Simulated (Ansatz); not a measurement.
Si₃Se₄⁺, 7 atoms. Hardware: 4 threads of AMD EPYC 9B45 on a shared host.

The 6-31G sets use Cartesian d functions. Correlated methods freeze 51 core orbitals; core or outer-core shells of Se are correlated, in sets that lack core-valence functions.

Problem. How many basis functions does each of these Ansatz runs have, and roughly what does it cost? PBE-D4/def2-TZVP, charge 0 triplet at the geometry of the charge 1 doublet, energy, from earlier orbitals; B3LYP-D4/6-31G, charge 1 doublet, energy; PBE-D4/def2-TZVP, charge 1 doublet, energy, from earlier orbitals; PBE-D4/def2-SVP, charge 1 doublet, relaxation, 7 steps; PBE-D4/def2-SVP, charge 1 doublet, energy, from earlier orbitals; MP2/def2-SVP, charge 1 doublet, energy, from earlier orbitals; r2SCAN-D4/def2-TZVP, charge 1 doublet, energy and forces, from earlier orbitals; r2SCAN-D4/def2-TZVP, charge 0 singlet at the geometry of the charge 1 doublet, energy, from earlier orbitals; PBE0-D4/def2-TZVP, charge 0 singlet at the geometry of the charge 1 doublet, energy; PBE0-D4/def2-TZVP, charge 0 triplet at the geometry of the charge 1 doublet, energy; PBE-D4/def2-SVP, charge 1 quartet, relaxation, 24 steps; MP2/def2-SVP, charge 1 quartet, energy, from earlier orbitals.

Solution. Other jobs shared the machine, so times can vary by a factor of up to 3. A dash marks memory too small to be measured apart from the calling script's.

```tsv
run	functions	fitting or Cholesky vectors	wall time	peak host memory (GiB)
PBE-D4/def2-SVP, charge 1 doublet, energy, from earlier orbitals	182	1972	2.3 s	–
MP2/def2-SVP, charge 1 quartet, energy, from earlier orbitals	182	1726	4.3 s	1
PBE-D4/def2-TZVP, charge 0 triplet at the geometry of the charge 1 doublet, energy, from earlier orbitals	303	2304	4.4 s	0.81
PBE-D4/def2-TZVP, charge 1 doublet, energy, from earlier orbitals	303	2304	4.4 s	0.81
B3LYP-D4/6-31G, charge 1 doublet, energy	155	1432	4.8 s	0.95
r2SCAN-D4/def2-TZVP, charge 0 singlet at the geometry of the charge 1 doublet, energy, from earlier orbitals	303	2304	4.8 s	0.76
MP2/def2-SVP, charge 1 doublet, energy, from earlier orbitals	182	1726	9.5 s	1.3
PBE0-D4/def2-TZVP, charge 0 singlet at the geometry of the charge 1 doublet, energy	303	2452	9.5 s	1.9
PBE-D4/def2-SVP, charge 1 doublet, relaxation, 7 steps	182	1972	11 s	–
r2SCAN-D4/def2-TZVP, charge 1 doublet, energy and forces, from earlier orbitals	303	2304	11 s	0.92
PBE0-D4/def2-TZVP, charge 0 triplet at the geometry of the charge 1 doublet, energy	303	1991	17 s	2
PBE-D4/def2-SVP, charge 1 quartet, relaxation, 24 steps	182	1972	42 s	–
```
